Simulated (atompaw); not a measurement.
**B: PAW (atompaw) pseudisation with PBE, scalar-relativistic reference atom.**

```
Element                 : B (Z = 5)
Generator               : atompaw 4.2.0.5
Type                    : PAW
Functional              : PBE
Relativity              : scalar-relativistic
Frozen core             : [He]
Valence charge          : 3
Reference configuration : 2s1.5 2p0 (charge +1.5)
Partial waves           : 2s (bound): rc 2.25 bohr; 2s channel at 3.35 Ry: rc 1.55 bohr; 2p (bound, empty): rc 2.25 bohr; 2p channel at -1.1 Ry: rc 2.25 bohr; 3d channel at -0.05 Ry: rc 2.25 bohr; 3d channel at 2.1 Ry: rc 2.25 bohr
Local potential         : troulliermartins scheme with l = 3 at -0.5 Ry, radius 2.00 bohr
Core correction         : smooth core density matched at 1.45 bohr
Augmentation charge     : sinc compensation charge, radius 2.20 bohr; PAW radius 2.25 bohr; waves and projectors: custom polynom vanderbiltortho
```

All-electron outer shells of the reference configuration (PBE, scalar-relativistic, ld1.x):

```tsv
shell	level (eV)	outermost node (bohr)	outermost maximum (bohr)
2s	-25.39	0.46	1.41
2p	-19.26	–	1.32
```

(1) Estimate the cutoffs (Ry, on a coarse ladder) from which the occupation-weighted sum of valence levels, in a spherical-Bessel basis at the reference potential, stays within 10 and 1 mRy of its value at 400 Ry.

(2) Does the potential have ghost states?

(3) Is the overlap operator S = 1 + Σ q|β⟩⟨β| positive definite (Bessel basis up to 400 Ry)?

Results:

(1) 6 Ry and 8 Ry. The cutoffs count occupied waves only; the empty 2p level needs 10 Ry at the loose tolerance.

(2) No extra level below or beside the all-electron valence levels (s, p, d, f tested).

(3) Yes: its lowest eigenvalue is 0.57 (s channel).
